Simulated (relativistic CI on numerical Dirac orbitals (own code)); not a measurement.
**V: computed level list**

Calculated at this level of theory: Dirac-Coulomb-Breit CI, separate exchange-only KLI orbitals for each configuration, model QED (radiative potential, 1s self-energy scaled to tabulated hydrogen-like ionisation energies), valence Slater integrals scaled by 0.85, configuration energies shifted to the measured levels that pair with them (semi-empirical) (own radial code, finite nucleus).

Configuration list (outside the closed core [Ar]): 3d3.4s2, 3d4.4s, 3d4.4p, 3d3.4s.4p, 3d5, 3d3.4p2, 3d3.4s.4d, 3d4.4d, 3d3.4s.5s, 3d2.4s2.4p, 3d4.5s, 3d3.4s.6s, 3d3.4s.5p, 3d3.4s.4f, 3d3.4s.6p, 3d3.4s.5d, 3d4.5p, 3d3.4d2, 3d3.4s.5g, 3d3.4s.5f, 3d3.4s.6d, 3d3.4s.6g, 3d2.4s2.6s, 3d2.4s.4p2, 3d2.4s2.4f, 3d2.4s2.6p, 3d2.4s2.5d, 3d2.4s2.5g, 3d2.4s2.5f, 3d2.4s2.6d. Levels of other configurations are missing.

```
No.       Configuration  Term     J  E (eV)   %  Lifetime (s)         jj configuration (%)
 41             3d3.4s2    2D   5/2  1.9821  88      1.88e+01           3d3/2 3d5/2^2 (45)
 42          3d4(3H).4s    4H   7/2  2.0023  96      6.43e-02      3d3/2^2 3d5/2^2 4s (41)
 43          3d4(3H).4s    4H   9/2  2.0060  96      3.83e-02      3d3/2^2 3d5/2^2 4s (55)
 44          3d4(3H).4s    4H  11/2  2.0105  96      3.50e-02      3d3/2^2 3d5/2^2 4s (58)
 45          3d4(3H).4s    4H  13/2  2.0158  96      4.87e-02        3d3/2 3d5/2^3 4s (56)
 46  3d3(4F).4s<5F>.4p‡   4D°   1/2  2.1163  95      1.59e-07  3d3/2^2 3d5/2 4s 4p3/2 (44)
 47  3d3(4F).4s<5F>.4p‡   4D°   3/2  2.1256  95      1.62e-07  3d3/2 3d5/2^2 4s 4p3/2 (36)
 48  3d3(4F).4s<5F>.4p‡   4D°   5/2  2.1415  95      1.65e-07  3d3/2 3d5/2^2 4s 4p3/2 (37)
 49  3d3(4F).4s<5F>.4p‡   4D°   7/2  2.1645  95      1.69e-07  3d3/2 3d5/2^2 4s 4p3/2 (31)
 50          3d4(3P).4s    4P   1/2  2.1702  85      3.47e-02              3d3/2^4 4s (35)
 51          3d4(3P).4s    4P   3/2  2.1894  85      3.18e-02        3d3/2^3 3d5/2 4s (35)
 52          3d4(3F).4s    4F   3/2  2.2060  95      1.21e-01      3d3/2^2 3d5/2^2 4s (49)
 53          3d4(3F).4s    4F   5/2  2.2082  95      7.20e-02      3d3/2^2 3d5/2^2 4s (46)
 54          3d4(3F).4s    4F   7/2  2.2115  94      4.66e-02      3d3/2^2 3d5/2^2 4s (39)
 55          3d4(3F).4s    4F   9/2  2.2157  94      3.34e-02              3d5/2^4 4s (31)
 56          3d4(3P).4s    4P   5/2  2.2199  85      2.98e-02        3d3/2 3d5/2^3 4s (32)
 57  3d3(4F).4s<5F>.4p‡   4G°   5/2  2.2615  97      3.19e-07  3d3/2^2 3d5/2 4s 4p3/2 (33)
 58  3d3(4F).4s<5F>.4p‡   4G°   7/2  2.2760  97      3.16e-07  3d3/2 3d5/2^2 4s 4p3/2 (27)
 59  3d3(4F).4s<5F>.4p‡   4G°   9/2  2.2946  97      3.12e-07  3d3/2 3d5/2^2 4s 4p3/2 (29)
 60  3d3(4F).4s<5F>.4p‡   4G°  11/2  2.3174  97      3.07e-07  3d3/2 3d5/2^2 4s 4p3/2 (34)
 61          3d4(3G).4s    4G   5/2  2.3743  95                    3d3/2^2 3d5/2^2 4s (48)
 62          3d4(3G).4s    4G   7/2  2.3800  94                    3d3/2^2 3d5/2^2 4s (46)
 63          3d4(3G).4s    4G   9/2  2.3863  94                    3d3/2^2 3d5/2^2 4s (42)
 64          3d4(3G).4s    4G  11/2  2.3925  95                      3d3/2 3d5/2^3 4s (62)
 65  3d3(4F).4s<5F>.4p‡   4F°   3/2  2.4086  96      2.60e-07  3d3/2^2 3d5/2 4s 4p3/2 (33)
 66  3d3(4F).4s<5F>.4p‡   4F°   5/2  2.4203  96      2.60e-07  3d3/2 3d5/2^2 4s 4p3/2 (31)
 67  3d3(4F).4s<5F>.4p‡   4F°   7/2  2.4361  96      2.61e-07  3d3/2 3d5/2^2 4s 4p3/2 (36)
 68  3d3(4F).4s<5F>.4p‡   4F°   9/2  2.4556  96      2.63e-07  3d3/2 3d5/2^2 4s 4p3/2 (33)
 69          3d4(3H).4s    2H   9/2  2.5785  89                    3d3/2^2 3d5/2^2 4s (49)
 70          3d4(3H).4s    2H  11/2  2.5896  89                      3d3/2 3d5/2^3 4s (47)
```

Energies count from the lowest computed level; ° marks odd parity; lifetimes are radiative, by E1, M1, E2 decay to levels of this space only; some are left blank where a channel outside the calculation adds to the decay or the decay crosses a small, uncertain gap. Percentages are summed over parent terms; the parents shown are those of the largest component, closed shells are left out there, and <> holds an intermediate term. Filled j subshells are mostly left out of the jj labels. ‡ marks configurations that were not tied to measured data.

The mean weight of the leading LS term, summed over parents, in these 30 levels is 94 %, and that of the leading jj configuration (from the same eigenvectors) 41 %, so LS coupling describes them better.

Configurations whose levels could be paired with our table of measured levels were shifted onto them, all but the ground configuration, by the median error of their levels; single terms can still be off by 1,000 to 2,000 cm⁻¹ or more, and rates follow the energies as ν³ (E1, M1) or ν⁵ (E2). The others borrow a shift and can be off by several thousand cm⁻¹ or more. The fine structure of a lone outer electron comes out too small, for d and f at times inverted, and misplaced configurations move strength between like terms. 43 of the 51 excited levels that our extract of the measured tables holds in this range could be paired (the sources list more); they are missed by 1323 cm⁻¹ on average and 6840 at most, after the shifts were fitted to these levels, and levels without a partner can miss by more.
